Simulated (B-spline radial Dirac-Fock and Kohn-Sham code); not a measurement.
## Kohn-Sham estimates against Dirac-Fock for the levels of Tc²⁺

System: the Tc²⁺ ion in the configuration 1s2 2s2 2p6 3s2 3p6 3d10 4s2 4p6 4d5.

The density-functional columns are spherical, spin-unpolarised Dirac-Kohn-Sham results without Breit or QED terms: −ε is minus the orbital energy of the initial state and ΔSCF the difference of two total energies. The reference in the last column comes from multi-electron Dirac-Fock with separately optimised hole states, Breit and Lamb-shift corrections added in first order. All numbers are from a B-spline atomic structure program, in eV; a selection of levels is shown. For the 1s level of heavy atoms much of the gap between ΔSCF and the reference is the Breit and QED part, -58.7 eV here; for other levels the error of the functional can be larger.

```
     level   LDA −ε  LDA ΔSCF   PBE −ε  PBE ΔSCF  Dirac-Fock
    K (1s)  20845.7   21126.0  20873.9   21155.0     21073.9
   L1 (2s)   2988.2    3036.6   2991.4    3039.6      3078.7
L2 (2p1/2)   2758.7    2818.6   2759.7    2819.5      2824.7
L3 (2p3/2)   2640.6    2697.9   2641.4    2698.6      2708.3
   M1 (3s)    533.4     550.6    534.5     551.6       577.5
M2 (3p1/2)    445.2     462.6    445.4     462.8       479.4
M3 (3p3/2)    425.4     442.4    425.7     442.7       459.4
M4 (3d3/2)    268.6     286.6    268.2     286.2       286.5
M5 (3d5/2)    264.8     282.7    264.4     282.3       282.8
   N1 (4s)    89.69     97.72    89.57     97.61       103.3
N2 (4p1/2)    63.77     71.41    63.58     71.23       72.36
N3 (4p3/2)    60.78     68.30    60.64     68.17       69.42
 N4,5 (4d)    22.74     28.93    22.50     28.70       27.09
```

**Question.** Order the estimates of the K (1s) level by their distance from the Dirac-Fock value, nearest first.
A. LDA −ε
B. LDA ΔSCF
C. PBE −ε
D. PBE ΔSCF

**Answer.** B (52.1 eV), D (81.1 eV), C (200.0 eV), A (228.2 eV).

Values without a named source are computed, but for edge energies of neutral atoms, which are taken from tables.
